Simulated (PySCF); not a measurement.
Compound: C₂H₈BNS.
Z-matrix (Å and degrees, PBE0-D3(BJ)/def2-SVP geometry), rows numbered from 1:
```
C 
N   1  1.4400
B   2  1.3957  1  126.22
S   3  1.8128  2  120.37  1  -179.20
C   4  1.8154  3  102.04  2  -178.27
H   1  1.0984  2  109.40  3    -1.22
H   1  1.1041  2  112.15  3   118.20
H   1  1.1038  2  112.06  3  -120.63
H   2  1.0144  1  114.33  3  -179.85
H   3  1.2104  2  119.83  1     0.58
H   5  1.0981  4  111.11  3   -55.38
H   5  1.0981  4  107.21  3  -174.19
H   5  1.0984  4  111.19  3    67.01
```

Theory: PBE0-D3(BJ)/def2-SVP geometry optimisation, gas phase (PySCF).

Take the most abundant isotopes and a rigid rotor. The values belong to one conformer with, in the numbering `[CH3:1][NH:2][BH:3][S:4][CH3:5]`, C1–N2–B3–S4 -179°, N2–B3–S4–C5 -178°.

Problem. What are A, B and C (GHz)?

Solution. Ia = 34.53, Ib = 314.17, Ic = 342.23 u·Å²; 505379 MHz·u·Å²/I gives 14635, 1609 and 1477 MHz, that is A = 14.635, B = 1.6086, C = 1.4767 GHz.

Problem. Classify the top.

Solution. A near-prolate asymmetric top: κ = (2 × 1609 − 14635 − 1477)/(14635 − 1477) = -0.98.

Problem. What does the inertial defect say?

Solution. Not planar: Δ = Ic − Ia − Ib = -6.47 u·Å². For a rigid frame Δ = −2 Σ m c², so Σ m c² = 3.23 u·Å² lies off the ab plane: 3.23 from hydrogen and 0.01 from heavier atoms. The atom farthest from that plane is 0.96 Å away.

Problem. Give the coordinates in the principal-axis frame, origin at the centre of mass.

Solution. The sense of each axis is arbitrary; atoms in the order of the calculation.
```json
{"atom": "C1", "mass (u)": "12.000", "a (Å)": "-2.922", "b (Å)": "0.318", "c (Å)": "-0.003"}
{"atom": "N2", "mass (u)": "14.003", "a (Å)": "-1.618", "b (Å)": "-0.294", "c (Å)": "0.014"}
{"atom": "B3", "mass (u)": "11.009", "a (Å)": "-0.393", "b (Å)": "0.374", "c (Å)": "-0.010"}
{"atom": "S4", "mass (u)": "31.972", "a (Å)": "1.161", "b (Å)": "-0.560", "c (Å)": "-0.006"}
{"atom": "C5", "mass (u)": "12.000", "a (Å)": "2.400", "b (Å)": "0.767", "c (Å)": "0.010"}
{"atom": "H6", "mass (u)": "1.008", "a (Å)": "-2.812", "b (Å)": "1.410", "c (Å)": "-0.016"}
{"atom": "H7", "mass (u)": "1.008", "a (Å)": "-3.506", "b (Å)": "0.028", "c (Å)": "-0.894"}
{"atom": "H8", "mass (u)": "1.008", "a (Å)": "-3.516", "b (Å)": "0.050", "c (Å)": "0.888"}
{"atom": "H9", "mass (u)": "1.008", "a (Å)": "-1.633", "b (Å)": "-1.308", "c (Å)": "0.044"}
{"atom": "H10", "mass (u)": "1.008", "a (Å)": "-0.368", "b (Å)": "1.584", "c (Å)": "-0.039"}
{"atom": "H11", "mass (u)": "1.008", "a (Å)": "2.250", "b (Å)": "1.459", "c (Å)": "-0.829"}
{"atom": "H12", "mass (u)": "1.008", "a (Å)": "3.385", "b (Å)": "0.293", "c (Å)": "-0.092"}
{"atom": "H13", "mass (u)": "1.008", "a (Å)": "2.372", "b (Å)": "1.324", "c (Å)": "0.957"}
```

Problem. Where do the levels up to J = 3 lie, in MHz?

Solution. Above 0(0,0):
J = 1: 1(0,1) 3085, 1(1,1) 16112, 1(1,0) 16244
J = 2: 2(0,2) 9255, 2(1,2) 22151, 2(1,1) 22547, 2(2,1) 61627, 2(2,0) 61628
J = 3: 3(0,3) 18507, 3(1,3) 31209, 3(1,2) 32000, 3(2,2) 70883, 3(2,1) 70888, 3(3,1) 136348, 3(3,0) 136348
The levels of one J sum to (2J + 1)J(J + 1)(A + B + C)/3.

Problem. Which lines would a microwave search look for?

Solution. The dipole components are |μa| = 1.24 D, |μb| = 0.41 D, |μc| = 0.04 D. Intensities carry the squares of the components, which stand as 1.00 : 0.11 : 0.00 (a : b : c). Some lines, for components of 0.1 D or more:

| type | branch | J(Ka,Kc) | MHz | lower level (cm⁻¹) |
| --- | --- | --- | --- | --- |
| a | Q | 2(1,1) ← 2(1,2) | 396 | 0.739 |
| a | R | 1(0,1) ← 0(0,0) | 3085 | 0.000 |
| a | R | 2(1,2) ← 1(1,1) | 6039 | 0.537 |
| a | R | 2(0,2) ← 1(0,1) | 6170 | 0.103 |
| a | R | 2(1,1) ← 1(1,0) | 6303 | 0.542 |
| b | Q | 1(1,0) ← 1(0,1) | 13159 | 0.103 |
| b | Q | 2(1,1) ← 2(0,2) | 13292 | 0.309 |
| b | R | 1(1,1) ← 0(0,0) | 16112 | 0.000 |
| b | R | 2(1,2) ← 1(0,1) | 19066 | 0.103 |
| b | Q | 2(2,0) ← 2(1,1) | 39082 | 0.752 |
| b | Q | 2(2,1) ← 2(1,2) | 39476 | 0.739 |
| b | R | 2(2,1) ← 1(1,0) | 45383 | 0.542 |
| b | R | 2(2,0) ← 1(1,1) | 45516 | 0.537 |

No frequency check. These are rigid-rotor constants of the computed structure; measured ground-state constants (B0) also hold zero-point vibration. A rigid rotor knows nothing of internal rotation, which can split or shift real lines. Quadrupole hyperfine structure (11B, 14N) is left out.

Time: 43 s wall; peak memory 0.46 GiB. Hardware: one thread, Arm Neoverse N1 (aarch64), on a shared host. That covers the optimisation of the geometry.
